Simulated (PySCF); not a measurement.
**Correlation energy of Co(9+) (cobalt, charge +9)**

Starting occupation: [Ar]. Computed with PySCF 2.14 in an even-tempered Gaussian basis (20 s from 0.16 bohr⁻², ratio 2.6; 14 p from 0.2 bohr⁻², ratio 2.6; 6 d from 0.21 bohr⁻², ratio 2.8; 3 f from 7.4 bohr⁻², ratio 2.8), with X2C-1e with screened-nucleus spin-orbit coupling, Gaussian nucleus. Frozen: [Ne]; 8 electrons correlated; the 60 highest virtual spinors left out.

MP2 pair energies summed by pair of shells (mhartree):

```json
{"pair": "3p3/2-3p3/2", "energy": "-100.21", "share (%)": "36.9"}
{"pair": "3p1/2-3p3/2", "energy": "-96.75", "share (%)": "35.6"}
{"pair": "3p1/2-3p1/2", "energy": "-25.86", "share (%)": "9.5"}
{"pair": "3p3/2-3s1/2", "energy": "-25.33", "share (%)": "9.3"}
{"pair": "3p1/2-3s1/2", "energy": "-12.80", "share (%)": "4.7"}
{"pair": "3s1/2-3s1/2", "energy": "-10.61", "share (%)": "3.9"}
```

Total MP2 correlation energy: -271.57 mhartree.

The virtual space was cut to 50 spinors, which keep -256.56 of the -271.57 mhartree of MP2 correlation.

```tsv
level	correlation energy (mhartree)
CCSD	-281.42
(T)	-3.27
CCSD(T)	-284.69
```

Diagnostics: T1 = 0.0011, largest double amplitude 0.051.

Question: Is a single reference adequate?

Answer: Yes: T1 lies below 0.03 and no double amplitude reaches 0.07.

The coupled-cluster values are those of the cut space; adding the MP2 remainder, -15.01 mhartree, estimates the full space.
